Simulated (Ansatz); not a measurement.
System: sum formula H5SiN2O2, charge -1, multiplicity 1. It need not be the lowest isomer of its formula. Whether it binds its extra electron was not tested at this geometry. 
Geometry from a B3LYP-D3(BJ)/def2-TZVP (Ansatz, a program for electronic structure) optimisation:
```
Si
O 1 1.5556
O 1 1.7052 2 120.08
H 3 0.9609 1 108.57 2 81.93
N 1 1.7814 2 116.01 3 -117.68
H 5 1.0123 1 110.70 2 -1.74
H 5 1.0126 6 108.00 1 -123.38
N 1 1.7833 2 111.79 3 117.81
H 8 1.0120 1 110.66 2 24.52
H 8 1.0131 9 108.24 1 -125.58
```
Charge -1, spin multiplicity 1.

Basis-set convergence of Hartree-Fock and CCSD(T) correlation energies (hartree) with Ansatz. Cores are frozen in the correlated levels unless marked. Spin-orbit coupling is left out. Non-relativistic.

| basis | functions | E(HF) | E(corr, CCSD(T)) |
|---|---|---|---|
| aug-cc-pV(D+d)Z | 169 | -550.68563 | -0.94593 |
| aug-cc-pV(T+d)Z | 354 | -550.77468 | -1.13509 |
| aug-cc-pV(Q+d)Z | 639 | -550.79484 | -1.19605 |

Extrapolating the two largest sets (X = 3 and 4) as X^-3: E(corr) = (64·(-1.19605) - 27·(-1.13509))/37 = -1.2405 Eh, an estimate of the basis-set limit. The largest set recovers 96.4 % of it, the smallest 76.3 %.
